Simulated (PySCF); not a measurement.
ClSn (SMILES [Cl][Sn]), doublet, geometry from GFN2-xTB (such geometries of metal compounds can be far from the true shape) (core potentials on Sn); PBE0/def2-TZVP run with PySCF.

Input for PySCF:
```python
from pyscf import gto, scf, dft

mol = gto.Mole()
mol.atom = '''
    Sn   -0.00000000   -0.00000000   -0.60000371
    Cl    0.00000000    0.00000000    1.76471678
'''
mol.basis = 'def2-tzvp'
mol.ecp = {'Sn': 'def2-tzvp'}
mol.spin = 1
mol.verbose = 4
mol.build()

mf = dft.UKS(mol)
mf.xc = 'pbe0'
mf.grids.radi_method = dft.radi.mura_knowles
mf.kernel()
```

The log (banner, timings and long lists left out):

```
PySCF version 2.14.0

[INPUT] verbose = 4
[INPUT] num. atoms = 2
[INPUT] num. electrons = 39
[INPUT] charge = 0
[INPUT] spin (= nelec alpha-beta = 2S) = 1
[INPUT] symmetry False subgroup None
[INPUT] Mole.unit = angstrom
[INPUT] Symbol           X                Y                Z      unit          X                Y                Z       unit  Magmom
[INPUT]  1 Sn     0.000000000000   0.000000000000  -0.600003710000 AA    0.000000000000   0.000000000000  -1.133842685623 Bohr   0.0
[INPUT]  2 Cl     0.000000000000   0.000000000000   1.764716780000 AA    0.000000000000   0.000000000000   3.334831401624 Bohr   0.0

nuclear repulsion = 83.6937294369535
number of shells = 29
number of NR pGTOs = 154
number of NR cGTOs = 87
basis = def2-tzvp
ecp = {'Sn': 'def2-tzvp'}

******** <class 'pyscf.dft.uks.UKS'> ********
method = UKS
initial guess = minao
damping factor = 0
level_shift factor = 0
DIIS = <class 'pyscf.scf.diis.CDIIS'>
diis_start_cycle = 1
diis_space = 8
diis_damp = 0
SCF conv_tol = 1e-09
SCF conv_tol_grad = None
SCF max_cycles = 50
direct_scf = True
direct_scf_tol = 1e-13
number electrons alpha = 20  beta = 19
XC library pyscf.dft.libxc version 7.1.2
    S. Lehtola, C. Steigemann, M. J. T. Oliveira, and M. A. L. Marques,  SoftwareX 7, 1–5 (2018)
XC functionals = pbe0
    C. Adamo and V. Barone,  J. Chem. Phys. 110, 6158 (1999)
    M. Ernzerhof and G. E. Scuseria,  J. Chem. Phys. 110, 5029 (1999)
radial grids: Mura-Knowles [JCP 104, 9848 (1996); DOI:10.1063/1.471749] log3 quadrature radial grids
becke partition: Becke, JCP 88, 2547 (1988); DOI:10.1063/1.454033
pruning grids: <function nwchem_prune>
grids dens level: 3
symmetrized grids: False
atomic radii adjust function: <function treutler_atomic_radii_adjust>
small_rho_cutoff = 0
Set gradient conv threshold to 3.16228e-05
tot grids = 36656
init E= -637.594122303988

cycle= 1 E= -672.737140012803  delta_E= -35.1  |g|= 1.98  |ddm|= 21.4
cycle= 2 E= -670.442093252184  delta_E=  2.3  |g|= 3.28  |ddm|= 9.03
cycle= 3 E= -674.365209076211  delta_E= -3.92  |g|= 0.296  |ddm|= 7.37
cycle= 4 E= -674.397999846634  delta_E= -0.0328  |g|= 0.0948  |ddm|= 0.423
cycle= 5 E= -674.401135299401  delta_E= -0.00314  |g|= 0.0159  |ddm|= 0.116
cycle= 6 E= -674.401222194651  delta_E= -8.69e-05  |g|= 0.00624  |ddm|= 0.0227
cycle= 7 E= -674.401241900487  delta_E= -1.97e-05  |g|= 0.00194  |ddm|= 0.00774
cycle= 8 E= -674.401244310016  delta_E= -2.41e-06  |g|= 0.00051  |ddm|= 0.00293
cycle= 9 E= -674.401244502308  delta_E= -1.92e-07  |g|= 0.000284  |ddm|= 0.00103
cycle= 10 E= -674.401244555031  delta_E= -5.27e-08  |g|= 2.92e-05  |ddm|= 0.000338
cycle= 11 E= -674.401244556746  delta_E= -1.72e-09  |g|= 4.99e-06  |ddm|= 0.000108
cycle= 12 E= -674.401244556813  delta_E= -6.73e-11  |g|= 1.38e-06  |ddm|= 1.83e-05
Extra cycle  E= -674.401244556816  delta_E= -2.5e-12  |g|= 1.01e-06  |ddm|= 3.12e-06
converged SCF energy = -674.401244556816  <S^2> = 0.75379439  2S+1 = 2.0037908
```
